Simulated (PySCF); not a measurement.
Excitations are Tamm–Dancoff values on a coarser integration grid. The basis has no diffuse functions, so Rydberg states are missing or too high.

Z-matrix (Å, degrees):
```
Si
C 1 1.9055
H 2 1.1126 1 107.92
H 2 1.1129 3 105.33 1 -115.01
C 2 1.5353 3 110.23 4 -118.92
H 5 1.1100 2 111.70 3 -62.68
H 5 1.1102 6 106.85 2 122.31
H 5 1.1102 6 107.04 7 114.42
C 1 1.9055 2 109.34 3 -60.47
H 9 1.1126 1 107.92 2 -59.70
H 9 1.1129 10 105.33 1 115.01
C 9 1.5353 10 110.23 11 118.92
H 12 1.1100 9 111.70 10 62.68
H 12 1.1102 13 106.85 9 -122.31
H 12 1.1102 13 107.04 14 -114.42
C 1 1.9055 2 109.34 3 59.70
H 16 1.1126 1 107.92 2 60.47
H 16 1.1129 17 105.33 1 115.01
C 16 1.5353 17 110.23 18 118.92
H 19 1.1100 16 111.70 17 62.68
H 19 1.1102 20 106.85 16 -122.31
H 19 1.1102 20 107.04 21 -114.42
C 1 1.9055 2 109.74 3 179.61
H 23 1.1126 1 107.92 2 179.61
H 23 1.1129 24 105.33 1 -115.01
C 23 1.5353 24 110.23 25 -118.92
H 26 1.1100 23 111.70 24 -62.68
H 26 1.1102 27 106.85 23 122.31
H 26 1.1102 27 107.04 28 114.42
```
Charge 0, spin multiplicity 1.

Q: Estimate the S1–T1 gap (TDA), total energy, S1 oscillator strength, HOMO and S1 excitation (TDA) that PBE-D3(BJ)/def2-TZVP // PBE-D3(BJ)/def2-SVP run with PySCF 2.14.0 returns for this input.

A: 
S1–T1 gap (TDA): 0.09 eV
total energy: -605.9545 Ha
S1 oscillator strength: 0.004
HOMO: -6.38 eV
S1 excitation (TDA): 6.51 eV
